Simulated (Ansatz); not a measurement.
`C=C(Cl)[SiH2][SiH3]` → `C=C[SiH2][SiH2]Cl`  (isomerisation)

Program: Ansatz. Geometries: PBE0-D4/def2-TZVP. ΔE: electronic, gas phase. CCSD(T)/CBS adds triple-zeta CCSD(T) − MP2 to the extrapolated MP2 energy (def2 sets, frozen cores). One conformer a species, not always the lowest.

```json
{"species": "`C=C(Cl)[SiH2][SiH3]`", "CCSD/def2-TZVPP energy (Eh)": "-1118.04317"}
{"species": "`C=C[SiH2][SiH2]Cl`", "CCSD/def2-TZVPP energy (Eh)": "-1118.09771"}
```

Question: Work out ΔE.

Answer: ΔE = (-1118.09771) − (-1118.04317) = -0.05454 Eh = -143.2 kJ/mol. CCSD(T)/CBS gives -142.7 kJ/mol.

Largest T1 diagnostic among the species: 0.012.

In def2-TZVPP, CCSD(T) changes the Hartree–Fock value by +18.1 kJ/mol (the triples alone add +3.9 kJ/mol) and MP2 by +15.4 kJ/mol. From PBE to PBE0 (25 % exact exchange), in def2-TZVPP and without D4, ΔE moves by −7.5 kJ/mol.
